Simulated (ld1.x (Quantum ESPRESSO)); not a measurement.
**An all-electron radial function and its pseudo partner (manganese (Mn))**

Columns: radius, all-electron u(r) and pseudo u(r) of the 4s shell (level -6.29 eV) of manganese in the configuration [Ne] 3s2 3p6 3d5 4s1 4p1; LDA (PZ), scalar-relativistic, PAW scheme, ld1.x (Quantum ESPRESSO) 7.5.

```
r (bohr)  all-electron   pseudo
   0.098       -0.0515   0.1453
   0.195       -0.1721   0.2717
   0.292       -0.0709   0.3666
   0.390        0.0921   0.4216
   0.488        0.2181   0.4332
   0.585        0.2783   0.4055
   0.682        0.2790   0.3468
   0.780        0.2349   0.2660
   0.878        0.1622   0.1735
   0.975        0.0752   0.0777
   1.072       -0.0175  -0.0175
   1.170       -0.1102  -0.1103
   1.268       -0.1980  -0.1980
   1.365       -0.2776  -0.2776
   1.463       -0.3494  -0.3494
   1.560       -0.4115  -0.4115
   1.658       -0.4652  -0.4652
   1.755       -0.5097  -0.5097
   1.852       -0.5462  -0.5462
   1.950       -0.5756  -0.5756
   2.047       -0.5980  -0.5980
   2.145       -0.6146  -0.6146
   2.242       -0.6256  -0.6256
   2.340       -0.6319  -0.6319
   2.438       -0.6340  -0.6340
   2.535       -0.6325  -0.6325
```

Question: How many radial nodes do the two functions have?

Answer: The all-electron 4s function has n − l − 1 = 3 (the table is too coarse to show those close to the nucleus); the pseudo-wave has 1, since 1 lower shell of the same l stays in the valence.

Question: At about which radius was the pseudo-wave matched?

Answer: 1.25 bohr. The columns agree to 0.0005 from 1.07 bohr on; several derivatives are matched, so the curves merge somewhat inside the radius.

Question: Is the pseudo-wave norm-conserving?

Answer: No, it belongs to a PAW set: the norm inside the radius is not constrained, and the difference is carried by the augmentation charge.
